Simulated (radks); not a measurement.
Q: The bromine ion Br2+, 33 electrons, occupied as [Ar] 3d10 4s2 4p3 (the NIST ground configuration). Method: Dirac Kohn-Sham, PBE, spin-unpolarised, spherical densities, finite nucleus; open shells are shared between the two j in proportion to 2j + 1; Fermi nuclear charge, rms radius 4.1629 fm; computed with a radial shooting solver on a logarithmic mesh with Libxc functionals. Some entries of the table are withheld. Estimate them.

| orbital | occ. | eigenvalue (eV) | <r^2> (bohr^2) |
|---|---|---|---|
| 1s1/2 | 2 | (1) | 0.002461 |
| 2s1/2 | 2 | (2) | (3) |
| 2p1/2 | 2 | -1584.230 | 0.03251 |
| 2p3/2 | 4 | -1536.722 | 0.03396 |
| 3s1/2 | 2 | -262.0918 | 0.3495 |
| 3p1/2 | 2 | -202.1641 | 0.3632 |
| 3p3/2 | 4 | -195.3245 | 0.3769 |
| 3d3/2 | 4 | (4) | 0.4262 |
| 3d5/2 | 6 | (5) | 0.4320 |
| 4s1/2 | 2 | -41.8288 | 2.872 |
| 4p1/2 | 1 | (6) | (7) |
| 4p3/2 | 2 | (8) | (9) |

A: 
(1) 1s1/2 eigenvalue (eV): -13337.82
(2) 2s1/2 eigenvalue (eV): -1756.549
(3) 2s1/2 <r^2> (bohr^2): 0.04230
(4) 3d3/2 eigenvalue (eV): -91.4072
(5) 3d5/2 eigenvalue (eV): -90.3190
(6) 4p1/2 eigenvalue (eV): -28.6600
(7) 4p1/2 <r^2> (bohr^2): 3.852
(8) 4p3/2 eigenvalue (eV): -28.0118
(9) 4p3/2 <r^2> (bohr^2): 3.980
